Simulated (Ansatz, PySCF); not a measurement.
Molecule: SbH₂ (charge -1, singlet). Whether it binds its extra electron was not tested at this geometry. 
Coordinates optimised at B3LYP-D3(BJ)/def2-TZVP (Ansatz, an electronic-structure program):
```xyz
3

Sb    -0.0179    -0.0205     0.0371
H     -0.4712     1.3386    -0.9431
H      1.3838    -0.2920    -0.9503
```
Charge -1, spin multiplicity 1.

Total electronic energies in hartree. Correlated levels leave the core frozen unless marked. Spin-orbit coupling is left out. Frozen are the shells of the preceding noble gas and the d and f shells that filled before the atom's block. Past Kr the def2 sets carry scalar-relativistic core potentials. STO-3G rows are all-electron and non-relativistic. Basis-set limits of correlation are two-point, X^-3; Hartree-Fock from the larger set. [CCSD(T)-MP2]/basis is that difference in the basis named.

```
level                                                                 program  energy (Eh)
-------------------------------------------------------------  --------------  -----------
HF/STO-3G                                                              Ansatz  -6252.33806
PBE0/def2-QZVPP                                                        Ansatz   -241.46798
TPSSh/def2-TZVPD                                                        PySCF   -241.38527
r2SCAN0/def2-TZVPD                                                     Ansatz   -241.52313
MN15-D3(BJ)/def2-TZVPD                                          PySCF + dftd3   -240.90661
LC-wPBE-D4/def2-TZVPD                                          Ansatz + dftd4   -241.49649
B2GP-PLYP-D3(BJ)/def2-TZVPD                                    Ansatz + dftd3   -241.09868
B2PLYP-D4/def2-TZVPD                                           Ansatz + dftd4   -241.17695
MP2/def2-SVPD                                                          Ansatz   -240.51342
MP2/def2-QZVPPD                                                        Ansatz   -240.57160
RI-MP2/def2-TZVPPD                                                     Ansatz   -240.55691
RI-MP2/def2-QZVPPD                                                     Ansatz   -240.57153
CCSD/def2-TZVPPD                                                       Ansatz   -240.58103
RI-MP2/CBS(def2-TZVPPD,def2-QZVPPD)+[CCSD(T)-MP2]/def2-QZVPPD          Ansatz    -240.6093
CCSD(T)/CBS(def2-TZVPPD,def2-QZVPPD)                                   Ansatz    -240.6085
```

Totals of different functionals don't rank their quality; only differences between species are comparable.
